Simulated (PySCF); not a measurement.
C3H6FNSi, SMILES F[SiH2]N1C=CC1.

Geometry optimised at B3LYP-D3(BJ)/def2-SVP. This is a generated structure with no PubChem entry under its InChIKey; it may be hypothetical. One conformer was computed; it need not be the lowest.

Computed with TDDFT-PBE/def2-SVPD run with PySCF.

Vertical excitations. The molecule is in vacuum.

Computed UV-visible absorptions:
```csv
state,energy (eV),λ (nm),f,main pairs
S1,5.10,243,0.035,HOMO→LUMO+1 83 %
S2,5.44,228,0.182,"HOMO→LUMO+2 63 %, HOMO→LUMO 34 %"
S3,5.59,222,0.002,HOMO→LUMO+3 93 %
S4,5.71,217,0.045,"HOMO→LUMO 47 %, HOMO→LUMO+2 26 %, HOMO→LUMO+1 13 %"
S5,5.85,212,0.007,HOMO→LUMO+4 99 %
S6,6.04,205,0.009,HOMO→LUMO+5 98 %
S7,6.60,188,0.007,HOMO→LUMO+6 98 %
S8,6.81,182,0.003,HOMO→LUMO+7 98 %
S9,7.10,175,0.001,HOMO→LUMO+8 99 %
S10,7.39,168,0.001,HOMO−2→LUMO 98 %
T1,3.79,327,0,HOMO→LUMO 96 %
T2,4.89,254,0,HOMO→LUMO+1 94 %
T3,5.19,239,0,HOMO→LUMO+2 96 %
T4,5.48,226,0,HOMO→LUMO+3 99 %
```
Triplets are in the Tamm–Dancoff approximation, which puts them higher than full response would, so one can lie above its singlet here.
